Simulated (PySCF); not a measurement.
PySCF job for FH₄NOSi, SMILES O[SiH](N)F, PBE0/pcSseg-1. Coordinates come from a ωB97X-D3(BJ)/def2-SVP optimisation. One conformer was computed; it need not be the lowest.

```python
import numpy as np
from pyscf import gto, scf, dft
from pyscf.prop.nmr import rks as nmr

mol = gto.M(
    atom='''
    Si   -0.03258705   -0.18164383   -0.28782431
    N     1.49575825   -0.51288171    0.37250531
    O    -0.12865190    1.45429466   -0.51684626
    F    -1.29176564   -0.55637119    0.68413854
    H    -0.22865075   -1.00215748   -1.50357449
    H     1.94647569   -1.41507223    0.28395533
    H     1.93111171    0.08350769    1.06640063
    H    -1.00791988    1.83989112   -0.44725510
    ''',
    basis='pcSseg-1',
    charge=0,
    spin=0,
    max_memory=1600,
    verbose=3,
)
mf = dft.RKS(mol, xc='pbe0')
mf.grids.level = 3
mf.conv_tol = 1e-10
mf.max_cycle = 100
mf.kernel()
n = nmr.NMR(mf)
n.verbose = 2
n.max_cycle_cphf = 60
sigma = n.kernel()
print('atom   isotropic/ppm   span/ppm')
for i, s in enumerate(sigma):
    w = np.linalg.eigvalsh((s + s.T) / 2)
    print(f'{mol.atom_symbol(i):2s}{i + 1:3d} {w.mean():14.3f} {w[2] - w[0]:11.3f}')
```

Log of the run:

```
converged SCF energy = -521.467843074826
atom   isotropic/ppm   span/ppm
Si  1        390.347      61.283
N   2        232.800      66.133
O   3        287.194      64.388
F   4        300.576     124.811
H   5         26.725       9.399
H   6         30.158      16.958
H   7         29.999      17.442
H   8         29.718      20.994
```

The run converged.

Cost: around 17 core-seconds (rough).
